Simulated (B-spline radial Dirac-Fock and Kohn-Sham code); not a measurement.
Te³⁺ in Watson spheres of different radius

Calculated with an atomic code on a B-spline grid, using Dirac-Fock ΔSCF + Breit + QED. The ion, [Kr] 4d10 5s2 5p1, sits in a hollow sphere of charge Q = -3, a simple model of the Madelung potential. Inside the sphere an electron's potential energy is raised by the constant 14.40·|Q|/R eV, so binding energies fall by about that much as long as the orbitals stay inside.

```csv
radius (Å),14.40 |Q|/R (eV),1s (eV),2s (eV),2p1/2 (eV),2p3/2 (eV),3s (eV),3p1/2 (eV),3p3/2 (eV),3d3/2 (eV),3d5/2 (eV),4s (eV),4p1/2 (eV),4p3/2 (eV),4d3/2 (eV),4d5/2 (eV),5s (eV),5p (eV)
1.6,27.00,31829.4,4962.3,4629.7,4358.8,1026.1,889.3,837.7,598.9,588.5,193.7,144.8,135.0,55.53,54.07,19.70,9.94
3,14.40,31841.3,4974.2,4641.6,4370.8,1038.1,901.2,849.6,610.8,600.4,205.7,156.7,147.0,67.52,66.06,31.72,21.64
```

From the smallest to the largest radius 1s moves by +11.9 eV, while the constant potential alone would give +12.6 eV; the difference comes from charge outside the sphere and its screening.
